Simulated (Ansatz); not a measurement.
In7As7: single points at one geometry.

```yaml
crystal:
  periodic: [false, false, false]
  atoms:
    - {symbol: In, position_ang: [1.514372, -1.589131, 0.116684]}
    - {symbol: In, position_ang: [-1.116364, 2.161830, 0.306360]}
    - {symbol: In, position_ang: [-0.213534, -1.610561, -2.537500]}
    - {symbol: In, position_ang: [-2.030154, -0.996178, 0.262957]}
    - {symbol: In, position_ang: [-0.428214, -2.627983, 3.115974]}
    - {symbol: In, position_ang: [1.245508, 1.330028, -1.742525]}
    - {symbol: In, position_ang: [1.873522, 2.400121, 2.387478]}
    - {symbol: As, position_ang: [-3.171880, 1.050880, -1.061309]}
    - {symbol: As, position_ang: [-0.712770, -3.169077, -0.410565]}
    - {symbol: As, position_ang: [1.582641, -0.534840, 2.521838]}
    - {symbol: As, position_ang: [-1.345540, 0.802114, -2.699738]}
    - {symbol: As, position_ang: [1.139505, 3.425377, -0.257873]}
    - {symbol: As, position_ang: [2.447967, -0.925405, -2.355477]}
    - {symbol: As, position_ang: [-0.785049, 0.282825, 2.353705]}
basis:
  gaussian: {orbitals: def2-TZVP, fitting: {mean_field: def2-universal-jkfit}, initial_orbitals: start.molden}
hamiltonian: {xc: {name: r2SCAN0}, dispersion: d4}
scf: {omitted_lower_state_checks: [starts]}
output: {orbitals: {seedname: orbitals}}
```

The file start.molden holds the orbitals of an earlier run on this structure, at another level or in another basis.

```sh
$ ansatz run in.yaml --threads 2 --pin off --events-out ev --progress --plain --max-ram 32768MiB --backend cuda --devices 0, --max-vram 18GiB
```

Shortened log:

```
Functional definition: r2SCAN0
3388 factors; integrals over basis functions are off by at most 4.6e-1 eV
mean field evaluation 1: about -462124.1700 eV, gradient 1.4e1 eV
mean field evaluation 2: about -462124.2664 eV, gradient 1.8e-1 eV
mean field evaluation 4: about -462124.2747 eV, gradient 9.6e-4 eV
mean field -462124.27469107 eV, -16982.7538558132 hartree, gradient 2.1e-5 eV, S^2 0.000000; 0 other end points of the search recorded, 0 dependent functions left out
reference -462124.27471069 eV, -16982.7538565340 hartree; 189, 189 occupied and 497, 497 virtual orbitals, 3388 factors
Total energy: -462124.85244396 eV, -16982.7750878401 hartree
Checks for a lower state left out: starts
```

It took 22 s on 2 threads of AMD EPYC 7R13 on a shared host and a share (18 GiB) of an NVIDIA H100 80GB HBM3.

As the first input, with `gaussian: {orbitals: STO-3G}`, `hamiltonian: {xc: hf}` (abridged; 15 s):

```
Functional definition: HF
mean field -1503314.61970009 eV, -55245.7932907308 hartree, gradient 1.1e-5 eV, S^2 0.000000
Total energy: -1503314.61970009 eV, -55245.7932907308 hartree
Checks for a lower state left out: starts
```

As the first input, with `hamiltonian: {xc: pbe0, dispersion: d4}` (abridged; 33 s):

```
Functional definition: PBE0
mean field -462070.06414704 eV, -16980.7616550651 hartree, gradient 1.6e-5 eV, S^2 0.000000
Total energy: -462071.77171720 eV, -16980.8244071112 hartree
Checks for a lower state left out: starts
```

The first input with `gaussian: {orbitals: def2-SVP, initial_orbitals: start.molden}`, `hamiltonian: {xc: pbe}`, `correlation: {method: rpa}` and without the key `output` (abridged; 32 s):

```
Functional definition: PBE
mean field -462005.22820794 eV, -16978.3789782506 hartree, gradient 7.7e-6 eV, S^2 0.000000
91 core orbitals not correlated: weight in the atoms' cores, before any rotation towards them, 1.000 or more for the frozen orbitals, at most 0.000 for the correlated occupied ones
Total energy: -461650.88635652 eV, -16965.3571553925 hartree
Checks for a lower state left out: starts
```

Geometry: PBE-D4/def2-SVP.

In the def2 sets In takes a core potential, while STO-3G treats all electrons; there is no spin–orbit coupling. Correlated methods freeze 91 core orbitals; core or outer-core shells of In, As are correlated, in sets that lack core-valence functions. Single mean-field runs in def2-TZVP are fitted with def2-universal-jkfit.
